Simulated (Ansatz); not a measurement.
Computed with Ansatz on PBE0-D4/def2-TZVP structures; ΔE is electronic, products minus reactants. CCSD(T)/CBS adds triple-zeta CCSD(T) − MP2 to the extrapolated MP2 energy (def2 sets, frozen cores). Functionals use def2-TZVPP. For Ge, Se outer-core shells are correlated without core-valence functions, which leaves a few kJ/mol of doubt a bond. Scalar relativity is left out up to krypton. One conformer a species, not always the lowest.

Consider the formal exchange of groups at the Se–Si bond: `C=C[Se][Si](F)(F)F` + GeH₄ → `C=C[Se][GeH3]` + `F[SiH](F)F`.

| level | ΔE (kcal/mol) |
| --- | --- |
| PBE-D4 | -0.1 |
| HF/def2-TZVPP | -3.4 |
| CCSD/def2-TZVPP | -1.9 |
| SCS-MP2/def2-QZVPP | -2.4 |

Problem. What does CCSD(T)/CBS give? (Best estimate.)

Solution. Computed: -1.2 kcal/mol. The listed levels differ from it by 1.1, -2.2, -0.7, -1.2 kcal/mol.

Largest T1 diagnostic among the species: 0.012.

In def2-TZVPP, CCSD(T) changes the Hartree–Fock value by +1.8 kcal/mol (the triples alone add +0.3 kcal/mol) and MP2 by +1.0 kcal/mol. The D4 term adds +1.7 kcal/mol with B3LYP and +0.9 kcal/mol with PBE0; it sums over pairs of atoms, weighted by their polarisabilities, and B3LYP, whose exchange is more repulsive, gets the larger term.

B3LYP here is the variant with VWN-RPA as its local correlation; programs differ in this.
